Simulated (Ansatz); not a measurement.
Reaction (silylene formation by 1,1-elimination): `CC(N)([SiH3])S` → `CC(N)S` + `[SiH2]`

Program: Ansatz. Geometries: PBE0-D4/def2-TZVP. ΔE: electronic, gas phase. CCSD(T)/CBS is the MP2 limit (def2-TZVPP, def2-QZVPP) plus CCSD(T) − MP2 in def2-TZVPP, frozen cores. This one scheme is used for every species. DFT in def2-TZVPP. Each species was taken in one conformer, which may not be the lowest.

CCSD(T)/CBS gives +233.9 kJ/mol.

(1) Another level gave +224.8 kJ/mol. Which?
A. ωB97M-V/def2-TZVPP
B. ωB97X-V/def2-TZVPP
C. MP2/def2-TZVPP
D. B2PLYP/def2-TZVPP

Largest T1 diagnostic among the species: 0.014.

## Answers

(1) D. B2PLYP 224.8, ωB97M-V 229.6, ωB97X-V 241.7, MP2/def2-TZVPP 250.5 kJ/mol.

In def2-TZVPP, CCSD(T) changes the Hartree–Fock value by +30.1 kJ/mol (the triples alone add +8.1 kJ/mol) and MP2 by +53.8 kJ/mol. The D4 term adds +21.0 kJ/mol with B3LYP and +11.3 kJ/mol with PBE0; it sums over pairs of atoms, weighted by their polarisabilities, and B3LYP, whose exchange is more repulsive, gets the larger term.

B3LYP here is the variant with VWN-RPA as its local correlation; programs differ in this.
